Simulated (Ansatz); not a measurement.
Species: dimethoxygermane, C$_{2}$H$_{8}$GeO$_{2}$, net charge 0, singlet state. 
Geometry from a B3LYP-D3(BJ)/def2-TZVP (Ansatz, an electronic-structure program) optimisation:
```xyz
13

C     -1.8821     1.0718    -0.8456
O     -1.1096    -0.1127    -0.9786
Ge    -0.0763    -0.6327     0.3782
O      1.1691     0.6061     0.6836
C      2.1194     0.8970    -0.3311
H     -1.2498     1.9566    -0.7210
H     -2.4704     1.1892    -1.7566
H     -2.5708     1.0162     0.0056
H     -0.8755    -0.6899     1.6873
H      0.5585    -1.9401    -0.1154
H      2.8116     1.6413     0.0649
H      2.6943     0.0088    -0.6182
H      1.6429     1.3048    -1.2283
```

Quantity: vertical triplet-singlet gap (E(triplet) - E(singlet); each state is the SCF solution reached for its spin; for the triplet T1 is 0.060), in kJ/mol. Correlated levels leave the core frozen unless marked. UHF or UKS for open shells. No spin-orbit coupling. The frozen core is the preceding noble-gas configuration, with the filled d and f shells of earlier blocks. Non-relativistic. Basis-set limits of correlation are two-point, X^-3; Hartree-Fock from the larger set.

```
level                                program  vertical triplet-singlet gap (kJ/mol)
-----------------------------------  -------  -------------------------------------
HF/aug-cc-pVTZ                        Ansatz                                  618.3
BHLYP/def2-TZVPD                      Ansatz                                  658.4
wB97X-V/def2-TZVPD                    Ansatz                                  683.4
RI-MP2/aug-cc-pVQZ                    Ansatz                                  744.3
RI-MP2/CBS(aug-cc-pVTZ,aug-cc-pVQZ)   Ansatz                                  749.6
CCSD/aug-cc-pVDZ                      Ansatz                                  672.3
```
